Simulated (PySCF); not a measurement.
# Ionisation energy of Dy²⁺ by level of theory

Dy²⁺ [Xe] 4f10 (high-spin determinant) → Dy³⁺ [Xe] 4f9 (high-spin determinant), as a difference of total energies. All numbers are calculated (PySCF 2.14, the spin-free X2C one-electron Hamiltonian (Gaussian nucleus), in cc-pVDZ-X2C (8s7p5d3f1g, 84 functions)). Correlated levels: valence: [Kr] 4d10 frozen; valence and next inner shell: [Ar] 3d10 frozen. The calculations carry no spin-orbit coupling.

| method | ionisation energy (eV) |
| --- | --- |
| UHF | 18.590 |
| LDA | 23.915 |
| PBE | 23.682 |
| PBE0 | 22.728 |
| r2SCAN | 23.185 |
| MP2 (valence) | 22.217 |
| SCS-MP2 (valence) | 21.890 |
| MP2 (valence and next inner shell) | 22.498 |
| SCS-MP2 (valence and next inner shell) | 22.115 |

Task: How much does correlation contribute at MP2 (valence and next inner shell)?

Result: 22.498 − (18.590) = 3.908 eV, measured against UHF.

A first-order spin-orbit estimate (lowest level to lowest level, LS coupling) adds 0.077 eV.

Errors of the correlated levels include the incompleteness of this basis and the frozen core.

The determinant of Dy³⁺ and of Dy²⁺ mixes LS terms, which raises its energy above the lowest term, most at the Hartree-Fock and MP2 levels.

For comparison: 22.89 ± 0.03 eV (semi-empirical (NIST evaluation); NIST Atomic Spectra Database, ionization energies).
